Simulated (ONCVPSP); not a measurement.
# How hard is this oxygen (O) ONCV potential?

```
Element                 : oxygen (O)
Generator               : ONCVPSP 4.0.1
Type                    : optimised norm-conserving Vanderbilt (ONCV)
Functional              : LDA (Perdew-Wang 92)
Relativity              : non-relativistic
Frozen core             : [He]
Valence charge          : 6
Reference configuration : 2s2 2p2.5 (charge +1.5)
Partial waves           : 2s: rc 0.65 bohr, ncon 4, nbas 8, qcut 10.4 1/bohr, 2 projectors, debl 2.6 Ha; 2p: rc 1.80 bohr, ncon 4, nbas 7, qcut 7.6 1/bohr, 1 projector
Local potential         : polynomial inside 0.60 bohr (lpopt 5, dvloc0 0 Ha)
Core correction         : Teter function, fcfact 3.25, rcfact 1.35
```

Q: For each optimised wave give the share of its norm inside rc, the residual kinetic energy above qcut (Ha) and the cutoffs (Ha) for errors of 10, 1, 0.1 and 0.01 mHa per electron.

A:

```csv
wave,norm inside rc,residual KE,10 mHa,1 mHa,0.1 mHa,0.01 mHa
2s,0.168,3.6e-04,29.8,42.8,335.4,430.9
s projector 2,0.023,1.1e-03,19.4,60.7,393.0,546.1
2p,0.907,4.3e-06,17.4,21.6,25.1,27.7
```

The occupied waves need 43 Ha and 335 Ha for 1 and 0.1 mHa. Its largest configuration-test error is +3129 meV.
